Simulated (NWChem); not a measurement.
Program: NWChem. System: iodoethane (C₂H₅I), charge 0, spin multiplicity 1, at a geometry optimised with B3LYP/def2-SVP with def2 effective core potentials on I. Level: MP2/def2-TZVP with def2 effective core potentials on I, 6 core orbitals frozen.

Job file:

```
start mol
memory heap 200 mb stack 900 mb global 1100 mb
geometry units angstroms nocenter noautoz
  C      2.449903     0.388848     0.000000
  C      1.121057     1.117352     0.000000
  I     -0.599613    -0.248089     0.000000
  H      2.568305    -0.245375     0.891367
  H      3.268701     1.130597     0.000000
  H      2.568305    -0.245375    -0.891367
  H      0.974204     1.735840     0.894236
  H      0.974204     1.735840    -0.894236
  symmetry group Cs
end
basis spherical
  * library def2-tzvp
end
ecp
  I library def2-ecp
end
scf
  rhf
  nopen 0
  maxiter 100
  thresh 1e-7
  semidirect memsize 60000000 filesize 0
end
mp2
  freeze core 6
end
task mp2 energy
```

Output (cleaned and shortened):

```
             Northwest Computational Chemistry Package (NWChem) 7.3.0
             --------------------------------------------------------

                                NWChem Input Module
                                -------------------

 Scaling coordinates for geometry "geometry" by  1.889725989
 (inverse scale =  0.529177249)

 Turning off AUTOSYM since
 SYMMETRY directive was detected!

                             Geometry "geometry" -> ""
                             -------------------------

 Output coordinates in angstroms (scale by  1.889725989 to convert to a.u.)

  No.       Tag          Charge          X              Y              Z
 ---- ---------------- ---------- -------------- -------------- --------------
    1 C                    6.0000     2.44990300     0.38884800     0.00000000
    2 C                    6.0000     1.12105700     1.11735200     0.00000000
    3 I                   53.0000    -0.59961300    -0.24808900     0.00000000
    4 H                    1.0000     2.56830500    -0.24537500     0.89136700
    5 H                    1.0000     3.26870100     1.13059700     0.00000000
    6 H                    1.0000     2.56830500    -0.24537500    -0.89136700
    7 H                    1.0000     0.97420400     1.73584000     0.89423600
    8 H                    1.0000     0.97420400     1.73584000    -0.89423600

 Effective nuclear repulsion energy (a.u.)     212.0428958484

            Nuclear Dipole moment (a.u.)
            ----------------------------
        X                 Y               Z
 ---------------- ---------------- ----------------
    -0.0000188973     0.0000188973     0.0000000000

      Symmetry information
      --------------------

 Group name             Cs
 Group number              2
 Group order               2
 No. of unique centers     6

      Symmetry unique atoms

     1    2    3    4    5    7


 Summary of "ao basis" -> "" (spherical)
 ------------------------------------------------------------------------------
       Tag                 Description            Shells   Functions and Types
 ---------------- ------------------------------  ------  ---------------------
 *                         def2-tzvp                  on all atoms

 Summary of "ao basis" -> "ao basis" (spherical)
 ------------------------------------------------------------------------------
       Tag                 Description            Shells   Functions and Types
 ---------------- ------------------------------  ------  ---------------------
 C                         def2-tzvp                11       31   5s3p2d1f
 I                         def2-tzvp                16       50   6s5p3d2f
 H                         def2-tzvp                 4        6   3s1p

                                 NWChem SCF Module
                                 -----------------

  ao basis        = "ao basis"
  functions       =   142
  atoms           =     8
  closed shells   =    21
  open shells     =     0
  charge          =   0.00
  wavefunction    = RHF
  use symmetry    = T
  symmetry adapt  = T

 Summary of "ao basis" -> "ao basis" (spherical)
 ------------------------------------------------------------------------------
       Tag                 Description            Shells   Functions and Types
 ---------------- ------------------------------  ------  ---------------------
 C                         def2-tzvp                11       31   5s3p2d1f
 I                         def2-tzvp                16       50   6s5p3d2f
 H                         def2-tzvp                 4        6   3s1p

      Symmetry analysis of basis
      --------------------------

        a'         92
        a"         50

 Forming initial guess at       0.1s

      Superposition of Atomic Density Guess
      -------------------------------------

 Sum of atomic energies:        -425.00353399

      Non-variational initial energy
      ------------------------------

 Total energy =    -375.869827
 1-e energy   =    -857.906345
 2-e energy   =     362.649726
 HOMO         =      -0.327411
 LUMO         =      -0.022399

      Symmetry analysis of molecular orbitals - initial
      -------------------------------------------------

  Numbering of irreducible representations:

     1 a'          2 a"

  Orbital symmetries:

     1 a'          2 a'          3 a'          4 a'          5 a'
     6 a"          7 a'          8 a'          9 a"         10 a"
    11 a'         12 a'         13 a'         14 a'         15 a"
    16 a'         17 a'         18 a"         19 a'         20 a'
    21 a"         22 a'         23 a'         24 a'         25 a"
    26 a'         27 a"         28 a'         29 a'         30 a'
    31 a"

 Starting SCF solution at       2.6s

 ----------------------------------------------
         Quadratically convergent ROHF

 Convergence threshold     :          1.000E-07
 Maximum no. of iterations :          100
 Final Fock-matrix accuracy:          1.000E-09
 ----------------------------------------------

              iter       energy          gnorm     gmax       time
             ----- ------------------- --------- --------- --------
                 1     -375.3012839372  6.14D-01  1.57D-01      2.8
                 2     -375.3300568382  3.28D-01  5.17D-02      3.0
                 3     -375.3363910289  1.90D-02  5.90D-03      3.6
                 4     -375.3364419445  2.40D-04  4.16D-05      4.6
                 5     -375.3364419506  3.59D-08  1.59D-08      6.2

       Final RHF  results
       ------------------

         Total SCF energy =   -375.336441950552
      One-electron energy =   -860.462058549366
      Two-electron energy =    365.738824095583
 Nuclear repulsion energy =    119.386792503231

        Time for solution =      3.6s

       Symmetry analysis of molecular orbitals - final
       -----------------------------------------------

  Numbering of irreducible representations:

     1 a'          2 a"

  Orbital symmetries:

     1 a'          2 a'          3 a'          4 a'          5 a'
     6 a"          7 a'          8 a'          9 a"         10 a"
    11 a'         12 a'         13 a'         14 a'         15 a"
    16 a'         17 a'         18 a"         19 a'         20 a'
    21 a"         22 a'         23 a'         24 a'         25 a"
    26 a'         27 a"         28 a'         29 a'         30 a'
    31 a"

             Final eigenvalues
             -----------------

              1
    1  -11.2932
    2  -11.2416
    3   -7.7198
    4   -5.5734
    5   -5.5652
    6   -5.5651
    7   -2.2690
    8   -2.2651
    9   -2.2651
   10   -2.2558
   11   -2.2558
   12   -1.0547
   13   -0.8995
   14   -0.8137
   15   -0.6400
   16   -0.5920
   17   -0.5540
   18   -0.5233
   19   -0.4308
   20   -0.3579
   21   -0.3571
   22    0.0912
   23    0.1421
   24    0.1768
   25    0.1906
   26    0.2064
   27    0.2226
   28    0.2499
   29    0.2782
   30    0.2939
   31    0.2976

                       ROHF Final Molecular Orbital Analysis
                       -------------------------------------

 Vector   19  Occ=2.000000D+00  E=-4.307722D-01  Symmetry=a'
              MO Center=  3.6D-01,  2.9D-01,  4.2D-14, r^2= 3.5D+00
   Bfn.  Coefficient  Atom+Function         Bfn.  Coefficient  Atom+Function
  ----- ------------  ---------------      ----- ------------  ---------------
    78      0.307338  3 I  px                72     -0.263803  3 I  px
    79      0.250310  3 I  py                73     -0.215427  3 I  py
    75      0.200064  3 I  px                40     -0.166198  2 C  px
    41     -0.166563  2 C  py                76      0.163703  3 I  py
    38     -0.156177  2 C  py

 Vector   20  Occ=2.000000D+00  E=-3.579476D-01  Symmetry=a'
              MO Center= -5.4D-01, -2.2D-01, -7.5D-16, r^2= 2.3D+00
   Bfn.  Coefficient  Atom+Function         Bfn.  Coefficient  Atom+Function
  ----- ------------  ---------------      ----- ------------  ---------------
    79      0.434855  3 I  py                73     -0.349801  3 I  py
    78     -0.351044  3 I  px                72      0.279880  3 I  px
    76      0.273569  3 I  py                82      0.225144  3 I  py
    75     -0.218134  3 I  px                81     -0.180166  3 I  px

 Vector   21  Occ=2.000000D+00  E=-3.570976D-01  Symmetry=a"
              MO Center= -5.5D-01, -2.1D-01, -2.4D-14, r^2= 2.2D+00
   Bfn.  Coefficient  Atom+Function         Bfn.  Coefficient  Atom+Function
  ----- ------------  ---------------      ----- ------------  ---------------
    80      0.557274  3 I  pz                74     -0.447757  3 I  pz
    77      0.350196  3 I  pz                83      0.289679  3 I  pz

 Vector   22  Occ=0.000000D+00  E= 9.115020D-02  Symmetry=a'
              MO Center= -2.0D-02,  2.2D-01,  4.1D-14, r^2= 6.1D+00
   Bfn.  Coefficient  Atom+Function         Bfn.  Coefficient  Atom+Function
  ----- ------------  ---------------      ----- ------------  ---------------
    36      2.181497  2 C  s                 68     -0.907701  3 I  s
    81     -0.729419  3 I  px               133     -0.701582  7 H  s
   139     -0.701582  8 H  s                 82     -0.609167  3 I  py
     5      0.517337  1 C  s                 43     -0.513902  2 C  px
   115     -0.398886  4 H  s                127     -0.398886  6 H  s

 Vector   23  Occ=0.000000D+00  E= 1.421372D-01  Symmetry=a'
              MO Center=  2.2D+00,  6.9D-01,  3.4D-13, r^2= 8.3D+00
   Bfn.  Coefficient  Atom+Function         Bfn.  Coefficient  Atom+Function
  ----- ------------  ---------------      ----- ------------  ---------------
     5      5.329629  1 C  s                121     -2.114188  5 H  s
   115     -1.679533  4 H  s                127     -1.679533  6 H  s
   133     -1.201688  7 H  s                139     -1.201688  8 H  s
    44      1.085827  2 C  py                 4     -0.583388  1 C  s
    81      0.496236  3 I  px                43     -0.402601  2 C  px

 Vector   24  Occ=0.000000D+00  E= 1.768322D-01  Symmetry=a'
              MO Center=  1.5D+00,  9.3D-01,  2.0D-15, r^2= 8.4D+00
   Bfn.  Coefficient  Atom+Function         Bfn.  Coefficient  Atom+Function
  ----- ------------  ---------------      ----- ------------  ---------------
    36     -6.230077  2 C  s                  5      5.849736  1 C  s
   133      2.094921  7 H  s                139      2.094921  8 H  s
   115     -1.571935  4 H  s                127     -1.571935  6 H  s
    12     -1.222177  1 C  px                43     -1.060341  2 C  px
   121     -0.473860  5 H  s                 81     -0.320230  3 I  px

 center of mass
 --------------
 x =  -0.27635688 y =  -0.11227015 z =   0.00000000

 moments of inertia (a.u.)
 ------------------
         124.103759406323        -178.011881847409           0.000000000000
        -178.011881847409         566.319683803279           0.000000000000
           0.000000000000           0.000000000000         667.473388274140

  Mulliken analysis of the total density
  --------------------------------------

    Atom       Charge   Shell Charges
 -----------   ------   -------------------------------------------------------
    1 C    6     6.30   0.85  1.12  0.47  0.67  0.08  1.25  1.40  0.37  0.02  0.06  0.00
    2 C    6     6.17   0.85  1.12  0.48  0.72 -0.00  1.17  1.41  0.30  0.02  0.09  0.01
    3 I   25    25.15   0.19 -0.77  1.58  1.01  1.08  0.86 -0.49  6.45  1.33  2.79  1.07  9.23  0.76  0.05  0.01  0.00
    4 H    1     0.88   0.26  0.49  0.10  0.02
    5 H    1     0.89   0.26  0.49  0.11  0.02
    6 H    1     0.88   0.26  0.49  0.10  0.02
    7 H    1     0.87   0.26  0.48  0.10  0.02
    8 H    1     0.87   0.26  0.48  0.10  0.02

       Multipole analysis of the density wrt the origin
       ------------------------------------------------

     L   x y z        total         open         nuclear
     -   - - -        -----         ----         -------
     0   0 0 0      0.000000      0.000000     42.000000

     1   1 0 0      0.788677      0.000000     31.726901
     1   0 1 0      0.525887      0.000000     13.126985
     1   0 0 1      0.000000      0.000000      0.000000

     2   2 0 0    -28.760237      0.000000    279.671791
     2   1 1 0      1.852137      0.000000     81.305200
     2   1 0 1      0.000000      0.000000      0.000000
     2   0 2 0    -29.476250      0.000000     61.999825
     2   0 1 1      0.000000      0.000000      0.000000
     2   0 0 2    -30.918542      0.000000     11.385933

                   NWChem MP2 Semi-direct Energy/Gradient Module
                   ---------------------------------------------

  Basis functions       =    142
  Molecular orbitals    =    142
  Frozen core           =      6
  Frozen virtuals       =      0
  Active alpha occupied =     15
  Active beta occupied  =     15
  Active alpha virtual  =    121
  Active beta virtual   =    121
  Use MO symmetry       = T
  Use skeleton AO sym   = T

  AO/Fock/Back tols     =   1.0D-09  1.0D-09  1.0D-09

 GA uses MA = F    GA memory limited = T

 Available:
  local mem=  1.26D+08
 global mem=  1.44D+08
 local disk=  0.00D+00
  mp2_memr nvloc                   121
  nvloc new                   121
   1 passes of  15:        5242880                     131848                  61053375.
   1 passes of  15: M    126138036           G      144138872           F     120895156.

 Semi-direct pass number   1 of   1  for RHF alpha+beta  at        6.3s
  vrange nnbf                  9888
  mp2_eaftype                   232  avail_ma_in_mb                  1099
 EAF : mp2_eaftype filesize         232   30526688.
  mp2_eaf for mointskh                    232
Node 0 wrote    143.6 Mb in      0.1 s     Agg I/O rate:   967.2 Mb/s
 Done moints_semi at       14.8s
  mp2_eaftype                   232  avail_ma_in_mb                   867
 EAF : mp2_eaftype filesize         232   30526688.
  mp2_eaf for kh                   232
 Done maket at       15.2s
 Done multipass loop at       15.2s

          -------------------------------------------
          SCF energy                -375.336441950552
          Correlation energy          -0.842471246029
          Singlet pairs               -0.454000789392
          Triplet pairs               -0.388470456637
          Total MP2 energy          -376.178913196581
          -------------------------------------------

          ---------------------------------------------------
                    Spin Component Scaled (SCS) MP2
          Same spin pairs                     -0.258980304424
          Same spin scaling factor             0.333333333333
          Opposite spin pairs                 -0.583490941604
          Opposite spin scaling fact.          1.200000000000
          SCS-MP2 correlation energy          -0.786515898067
          Total SCS-MP2 energy              -376.122957848619
          ---------------------------------------------------

 -----------------------
 Performance information
 -----------------------

 Timer overhead =  1.03D-07 seconds/call

               Nr. of calls         CPU time (s)                 Wall time (s)                GFlops
             ---------------    -------------------     ------------------------------   -------------------
Name         Min   Avg   Max    Min     Avg     Max     Min     Avg     Max   Mx/calls   Min     Max     Sum
mp2: moin     1     1     1    8.6     8.6     8.6      8.6     8.6     8.6     8.6      0.0     0.0     0.0
mp2: make     1     1     1   0.41    0.41    0.41     0.41    0.41    0.41    0.41      0.0     0.0     0.0
mp2: tota     1     1     1    9.0     9.0     9.0      9.0     9.0     9.0     9.0      0.0     0.0     0.0

 The average no. of pstat calls per process was 3.00D+00
 with a timing overhead of 3.10D-07s

 Task  times  cpu:       15.2s     wall:       15.2s

 Total times  cpu:       15.2s     wall:       15.2s
```
